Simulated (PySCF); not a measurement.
# Electron correlation in B (boron, neutral)

[He] 2s1 2p2, high-spin 4P determinant (an excited configuration). Calculation: PySCF 2.14, in aug-cc-pwCVTZ (7s6p4d2f, 59 functions); no relativity, point nucleus. Frozen: 1s2; 3 electrons correlated.

```csv
level,correlation energy (mhartree)
CCSD,-16.53
(T),-0.12
CCSD(T),-16.65
```

Diagnostics: T1 = 0.0042, D1 = 0.0065, largest double amplitude 0.037.

**Question.** Is a single reference adequate?

**Answer.** Yes: T1 lies below 0.03 and no double amplitude reaches 0.07.
